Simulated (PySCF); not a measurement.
Computed with ωB97X-D3(BJ)/def2-TZVP // PBE0-D3(BJ)/def2-SVP (PySCF). Gas-phase values, no solvent. Delta-SCF ions had no search for a lower state. 

Reference species (SMILES): `[SiH3]c1c(Cl)ccc2ccsc12` (neutral, multiplicity 1).

| Item | Value |
|---|---|
| dipole moment | 2.39 D |
| vertical ionisation energy (Delta-SCF) | 8.31 eV |

Changed species: `[SiH3]c1cc2cc(Cl)ccc2s1`.

Question: Predict the effect on the dipole moment and vertical ionisation energy (Delta-SCF).

Answer: the dipole moment drops by 1.42 D, to 0.97 D; the vertical ionisation energy (Delta-SCF) increases by 0.10 eV, to 8.41 eV.
